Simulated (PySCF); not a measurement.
Si(Cl)(Br)(OH)(NH2), SMILES N[Si](O)(Cl)Br, CAM-B3LYP/def2-SVP optimised geometry.

```
8

N     -1.14    -1.96     1.36
Si    -0.68    -1.05     0.00
O     -1.30    -1.67    -1.39
Cl     1.38    -1.05     0.00
Br    -1.38     1.05     0.00
H     -2.12    -2.06     1.61
H     -0.54    -1.99     2.18
H     -1.16    -2.62    -1.52
```

Density from PySCF with CAM-B3LYP/def2-TZVP at that geometry.

Minimum of the electron density along straight lines between bonded atoms, close to the bond critical point (lines longer than 1.1 times the sum of covalent radii, or with two minima, are not listed):

| bond | length / Å | ρ at the minimum / e bohr⁻³ | ∇²ρ there / e bohr⁻⁵ | position (fraction from the first atom) |
|---|---|---|---|---|
| N1–Si2 | 1.702 | 0.142 | 0.57 | 0.60 |
| Si2–O3 | 1.640 | 0.144 | 0.81 | 0.41 |
| Si2–Cl4 | 2.058 | [?] | 0.20 | 0.36 |
| Si2–Br5 | 2.214 | [?] | [?] | 0.35 |
| N1–H6 | 1.015 | 0.330 | -1.61 | 0.74 |
| N1–H7 | 1.014 | 0.330 | -1.63 | 0.74 |
| O3–H8 | 0.965 | 0.349 | -2.37 | 0.81 |

Problem. Fill in the missing entries.

Solution. 
- Si2–Cl4, ρ at the minimum / e bohr⁻³: 0.101
- Si2–Br5, ρ at the minimum / e bohr⁻³: 0.094
- Si2–Br5, ∇²ρ there / e bohr⁻⁵: 0.05
